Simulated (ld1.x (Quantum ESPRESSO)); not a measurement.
## What one change does to a pseudopotential (indium (In), TM semilocal)

ld1.x (Quantum ESPRESSO) 7.5 input, shortened:

```
&input
   title='In', zed=49., rel=1, dft='PBE', iswitch=3,
   config='[Kr] 4d10 5s1.5 5p1.5'
 /
 &inputp
   pseudotype=1, tm=.true., lloc=1,
   nlcc=.true., new_core_ps=.true., rcore=0.90
 /
2
5S  1  0   1.50   0.00  1.70  1.70  0.0
5P  2  1   1.50   0.00  2.90  2.90  0.0
 &test
   configts(1)='5s1.5 5p1.5'
 /
```

All-electron outer shells of the reference configuration (PBE, scalar-relativistic, ld1.x):

```tsv
shell	level (eV)	outermost node (bohr)	outermost maximum (bohr)
4p	-78.99	0.42	0.82
4d	-19.45	0.40	0.94
5s	-8.73	1.02	2.13
5p	-2.88	1.14	2.81
```

Change: core [Ar] 3d10, valence charge 21; reference 4s2 4p6 4d10 5s2 5p1; waves now 4p (bound): rc 0.85 bohr; 4d (bound): rc 1.35 bohr; 4s (bound): rc 1.05 bohr; local potential the s channel; core correction Bessel-smoothed model core inside 0.65 bohr (5p, 5s counted twice).

Cutoffs: the cutoffs (Ry, on a coarse ladder) from which the occupation-weighted sum of valence levels, in a spherical-Bessel basis at the reference potential, stays within 10 and 1 mRy of its value at 400 Ry; they do not see the model core or the augmentation charge, which bear on the density cutoff. Errors are all-electron minus pseudo energies relative to the spin-unpolarised reference configuration.

Q: What does the change do?

A: The potential gets harder (25 Ry and 50 Ry → 200 Ry and 300 Ry); the miss of the reference levels goes from 0.00 to 0.41 eV; neither file shows a bound ghost. The added semicore shells are compact, so their waves need more plane waves. In the semilocal form every listed channel keeps its own potential, so the choice of the local channel does not act on these tests. It acts once the file is put into the separable form. A semilocal file is local in each channel, so a ghost entry of none says nothing of the separable form that plane-wave codes build from it. In the changed file ld1.x takes every shell without a wave as core, so the model core holds the 5p, 5s electrons as well and exchange and correlation see them twice. This cancels in the reference configuration, but the file is broken for other ones, and its errors say nothing about a proper core correction. Several settings change at once here, so the effects cannot be laid on one of them.

```tsv
quantity	base	changed
cutoff, loose	25 Ry	200 Ry
cutoff, tight	50 Ry	300 Ry
bound ghosts	none	none
largest miss of a reference level, eV	0.00	0.41
largest error over its own tests, meV	-152	-2518
```
